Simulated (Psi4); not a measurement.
propane (C3H8), singlet, geometry from GFN2-xTB; M06-2X/6-311G** (Psi4 1.11).

Here is a job for Psi4.
```
memory 2 GB

molecule mol {
0 1
C     0.000198   -0.009595    0.592623
C     0.002038    1.264737   -0.242641
C    -0.002214   -1.256219   -0.283457
H    -0.881253   -0.018555    1.237812
H     0.882081   -0.021519    1.237175
H     0.003748    2.144356    0.397126
H    -0.003506   -2.156089    0.327498
H     0.883679    1.301209   -0.879153
H    -0.879935    1.304174   -0.878516
H    -0.884281   -1.272075   -0.920227
H     0.879333   -1.275039   -0.920865
}

set {
  basis 6-311g**
  reference rks
  d_convergence 1e-4
}

energy('m06-2x')
print_variables()
```

Output, abridged:

```
   => Loading Basis Set <=

    Name: 6-311G**
    Role: ORBITAL
    Keyword: BASIS

         ---------------------------------------------------------
                                   SCF
               by Justin Turney, Rob Parrish, Andy Simmonett
                          and Daniel G. A. Smith
                              RKS Reference
         ---------------------------------------------------------

  ==> Geometry <==

    Molecular point group: c1
    Full point group: C1

    Geometry (in Angstrom), charge = 0, multiplicity = 1:

       Center              X                  Y                   Z               Mass
    ------------   -----------------  -----------------  -----------------  -----------------
         C            0.000195073449    -0.009449492595     0.583635181849    12.000000000000
         C            0.002035073449     1.264882507405    -0.251628818151    12.000000000000
         C           -0.002216926551    -1.256073492595    -0.292444818151    12.000000000000
         H           -0.881255926551    -0.018409492595     1.228824181849     1.007825032230
         H            0.882078073449    -0.021373492595     1.228187181849     1.007825032230
         H            0.003745073449     2.144501507405     0.388138181849     1.007825032230
         H           -0.003508926551    -2.155943492595     0.318510181849     1.007825032230
         H            0.883676073449     1.301354507405    -0.888140818151     1.007825032230
         H           -0.879937926551     1.304319507405    -0.887503818151     1.007825032230
         H           -0.884283926551    -1.271929492595    -0.929214818151     1.007825032230
         H            0.879330073449    -1.274893492595    -0.929852818151     1.007825032230

  Running in c1 symmetry.

  Rotational constants: A =      0.98062  B =      0.28642  C =      0.25295 [cm^-1]
  Rotational constants: A =  29398.24831  B =   8586.78367  C =   7583.35623 [MHz]
  Nuclear repulsion =   82.952761154833667

  Charge       = 0
  Multiplicity = 1
  Electrons    = 26
  Nalpha       = 13
  Nbeta        = 13

  ==> Algorithm <==

  SCF Algorithm Type is DF.
  DIIS enabled.
  MOM disabled.
  Fractional occupation disabled.
  Guess Type is SAD.
  Energy threshold   = 1.00e-06
  Density threshold  = 1.00e-04
  Integral threshold = 1.00e-12

  ==> Primary Basis <==

  Basis Set: 6-311G**
    Blend: 6-311G**
    Number of shells: 56
    Number of basis functions: 102
    Number of Cartesian functions: 105
    Spherical Harmonics?: true
    Max angular momentum: 2

  ==> DFT Potential <==

   => LibXC <=

    Version 7.1.2
    S. Lehtola, C. Steigemann, M. J. T. Oliveira, and M. A. L. Marques,  SoftwareX 7, 1–5 (2018) (10.1016/j.softx.2017.11.002)

   => Composite Functional: M06-2X <=

    Hybrid M06-2X Meta-GGA XC Functional  (10.1007/s00214-007-0310-x)
    Y. Zhao and D. G. Truhlar,  Theor. Chem. Acc., 120, 215, 2008

    Deriv               =              1
    GGA                 =           TRUE
    Meta                =           TRUE

    Exchange Hybrid     =           TRUE
    MP2 Hybrid          =          FALSE

   => Exchange Functionals <=

    1.0000   XC_HYB_MGGA_X_M06_2X

   => Exact (HF) Exchange <=

    0.5400               HF

   => Correlation Functionals <=

    1.0000   XC_MGGA_C_M06_2X

   => LibXC Density Thresholds  <==

    XC_MGGA_C_M06_2X:  1.00E-12
    XC_HYB_MGGA_X_M06_2X:  1.00E-15

   => Molecular Quadrature <=

    Radial Scheme          =       TREUTLER
    Pruning Scheme         =           NONE
    Nuclear Scheme         =       TREUTLER

    Blocking Scheme        =         OCTREE
    BS radius alpha        =              1
    Pruning alpha          =              1
    Radial Points          =             75
    Spherical Points       =            302
    Total Points           =         236045
    Total Blocks           =           1801
    Max Points             =            256
    Max Functions          =            102
[...]

    Name: (6-311G** AUX)
    Role: JKFIT
    Keyword: DF_BASIS_SCF

  ==> Integral Setup <==

  SCF_SUBTYPE=INCORE selected. In-core MEM_DF algorithm will be used.
  Using in-core AOs.

  ==> MemDFJK: Density-Fitted J/K Matrices <==

    J tasked:                   Yes
    K tasked:                   Yes
    wK tasked:                   No
    Algorithm:                 Core
    Schwarz Cutoff:           1E-12
    Mask sparsity (%):       0.2884
    Fitting Condition:        1E-10

   => Auxiliary Basis Set <=

  Basis Set: (6-311G** AUX)
    Blend: CC-PVTZ-JKFIT
    Number of shells: 155
    Number of basis functions: 477
    Number of Cartesian functions: 568
    Spherical Harmonics?: true
    Max angular momentum: 4

  Minimum eigenvalue in the overlap matrix is 2.7616056987E-03.
  Reciprocal condition number of the overlap matrix is 3.8299806892E-04.
    Using symmetric orthogonalization.

  ==> Pre-Iterations <==

  SCF Guess: Superposition of Atomic Densities via on-the-fly atomic UHF (no occupation information).

   -------------------------
    Irrep   Nso     Nmo
   -------------------------
     A        102     102
   -------------------------
    Total     102     102
   -------------------------

  ==> Iterations <==

                           Total Energy        Delta E     RMS |[F,P]|

   @DF-RKS iter SAD:  -118.59586195231356   -1.18596e+02   0.00000e+00
   @DF-RKS iter   1:  -118.80986246706598   -2.14001e-01   7.37500e-03 ADIIS/DIIS
   @DF-RKS iter   2:  -118.85678685671263   -4.69244e-02   6.67769e-03 ADIIS/DIIS
   @DF-RKS iter   3:  -119.09922569213479   -2.42439e-01   4.02860e-04 ADIIS/DIIS
   @DF-RKS iter   4:  -119.09999678194103   -7.71090e-04   1.60471e-04 ADIIS/DIIS
   @DF-RKS iter   5:  -119.10011886928872   -1.22087e-04   4.34113e-05 DIIS
   @DF-RKS iter   6:  -119.10012806343124   -9.19414e-06   6.69433e-06 DIIS
   @DF-RKS iter   7:  -119.10012832860369   -2.65172e-07   9.43013e-07 DIIS
  Energy and wave function converged.

  ==> Post-Iterations <==

   Electrons on quadrature grid:
      Ntotal   =   26.0000394150 ; deviation = 3.942e-05

    Orbital Energies [Eh]
    ---------------------

    Doubly Occupied:

[...]
      13A     -0.387837

    Virtual:

[...]
    Final Occupation by Irrep:
              A
    DOCC [    13 ]
    NA   [    13 ]
    NB   [    13 ]

  @DF-RKS Final Energy:  -119.10012832860369

   => Energetics <=

    Nuclear Repulsion Energy =             82.9527611548336665
    One-Electron Energy =                -322.5033691352496135
    Two-Electron Energy =                 129.7400913615212232
    DFT Exchange-Correlation Energy =      -9.2896117097089519
    Empirical Dispersion Energy =           0.0000000000000000
    VV10 Nonlocal Energy =                  0.0000000000000000
    Total Energy =                       -119.1001283286036738

Computation Completed

Properties will be evaluated at   0.000000,   0.000000,   0.000000 [a0]

Properties computed using the SCF density matrix

 Multipole Moments:

 ------------------------------------------------------------------------------------
     Multipole            Electronic (a.u.)      Nuclear  (a.u.)        Total (a.u.)
 ------------------------------------------------------------------------------------

 L = 1.  Multiply by 2.5417464519 to convert [e a0] to [Debye]
 Dipole X            :          0.0001578           -0.0001476            0.0000102
 Dipole Y            :         -0.0076511            0.0071492           -0.0005019
 Dipole Z            :          0.4725999           -0.4415974            0.0310025
 Magnitude           :                                                    0.0310066

 ------------------------------------------------------------------------------------

  Variable Map:
  ----------------------------------------------------------------------------
[...]
  Array Variable Map:
  ----------------------------------------------------------------------------
[...]
[...]
```
